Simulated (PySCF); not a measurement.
CH3BF2. Atoms are numbered in the order given.

```xyz
7

B      0.0378    -0.0338     0.0603
F      1.3573    -0.2317     0.0142
F     -0.6083    -0.6626     1.0450
C     -0.7066     0.8476    -0.9962
H     -1.6544     1.2657    -0.6067
H     -0.9683     0.2038    -1.8651
H     -0.0678     1.6636    -1.3856
```
Charge 0, spin multiplicity 1.

The structure is a stationary point at PBE-D3(BJ)/def2-SVP.

Computed with PBE-D3(BJ)/def2-SVP in PySCF.

Frequencies are harmonic and unscaled.

| mode | ν (cm⁻¹) | IR (km/mol) | Raman (Å⁴/amu) | depolarisation | moving atoms (share of kinetic energy) |
|---|---|---|---|---|---|
| 1 | 34 | 0.6 | 0.1 | 0.75 | H 93 % |
| 2 | 326 | 0.0 | 0.3 | 0.75 | F 47 %, H 30 %, C 15 %, B 8 % |
| 3 | 452 | 5.6 | 0.2 | 0.66 | H 38 %, B 36 %, F 20 % |
| 4 | 482 | 14.1 | 1.0 | 0.72 | F 57 %, B 16 %, C 16 %, H 12 % |
| 5 | 766 | 0.6 | 6.0 | 0.06 | F 54 %, C 29 %, H 13 % |
| 6 | 840 | 0.1 | 1.3 | 0.75 | H 65 %, C 25 %, F 10 % |
| 7 | 872 | 49.3 | 0.3 | 0.51 | H 42 %, B 37 %, C 19 % |
| 8 | 1217 | 20.3 | 2.9 | 0.74 | H 63 %, B 22 %, F 8 % |
| 9 | 1348 | 194.5 | 10.2 | 0.75 | H 51 %, B 32 %, F 11 % |
| 10 | 1352 | 270.9 | 5.4 | 0.75 | B 43 %, H 31 %, C 16 %, F 9 % |
| 11 | 1395 | 38.2 | 9.8 | 0.71 | H 84 % |
| 12 | 1408 | 126.5 | 7.0 | 0.75 | H 45 %, B 44 %, F 12 % |
| 13 | 2979 | 0.4 | 125.6 | 0.02 | H 96 % |
| 14 | 3063 | 2.1 | 75.1 | 0.64 | H 92 %, C 8 % |
| 15 | 3103 | 3.3 | 63.9 | 0.75 | H 90 %, C 10 % |
